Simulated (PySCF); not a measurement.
**Working out the ionisation energy of Al⁺**

Al⁺ [Ne] 3s2 (1S) → Al²⁺ [Ne] 3s1 (2S). Calculation: PySCF 2.14, in x2c-TZVPPall with one added diffuse shell each of s, p, d type (6s6p4d1f, 51 functions); the spin-free X2C one-electron Hamiltonian (Gaussian nucleus). Frozen: 1s2. Energies in hartree (1 hartree = 27.21139 eV):

| part | Al⁺ (lower) | Al²⁺ (upper) |
| --- | --- | --- |
| UHF | -242.104834 | -241.459494 |
| CCSD correlation | -0.190917 | -0.148239 |
| (T) | -0.002243 | -0.001120 |

Task: What does Hartree-Fock give?

Result: (-241.459494) − (-242.104834) = 0.645340 hartree = 17.561 eV.

Task: What do CCSD and CCSD(T) give?

Result: The CCSD correlation energies differ by 0.042678 hartree = 1.161 eV and the triples by 0.001123 hartree = 0.031 eV, so CCSD gives 18.722 eV and CCSD(T) 18.753 eV.

Measured between the centres of the two terms (NIST): 18.829 eV, so CCSD(T) (valence and next inner shell) is off by -0.076 eV.

What remains against the reference includes basis incompleteness, the frozen core and higher excitations.
